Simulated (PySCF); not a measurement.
B3LYP has the VWN-RPA correlation part, as in Gaussian. 

```xyz
13

C      2.3898    -0.6241     0.2842
C      1.0638    -0.5167     0.1699
C      0.3748     0.7360    -0.0793
C     -0.9463     0.9137    -0.2045
C     -2.0169    -0.1264    -0.1182
H      2.8695    -1.5755     0.4703
H      3.0354     0.2422     0.1943
H      0.4603    -1.4123     0.2675
H      1.0151     1.6087    -0.1707
H     -1.2978     1.9241    -0.3905
H     -2.5968    -0.1592    -1.0455
H     -1.6273    -1.1253     0.0687
H     -2.7236     0.1146     0.6815
```

Charge 0, multiplicity 1.

**Question.** Give the Mulliken and meta-Löwdin atomic charges from PySCF 2.14.0 with B3LYP-D3(BJ)/def2-TZVP.

**Answer.** 
```
atom  Mulliken (e)  meta-Löwdin (e)
----  ------------  ---------------
C1           -0.28            -0.26
C2           -0.05            -0.10
C3           -0.09            -0.13
C4           -0.11            -0.10
C5           -0.30            -0.33
H6            0.11             0.12
H7            0.11             0.11
H8            0.09             0.11
H9            0.10             0.11
H10           0.10             0.11
H11           0.12             0.12
H12           0.10             0.11
H13           0.12             0.12
```
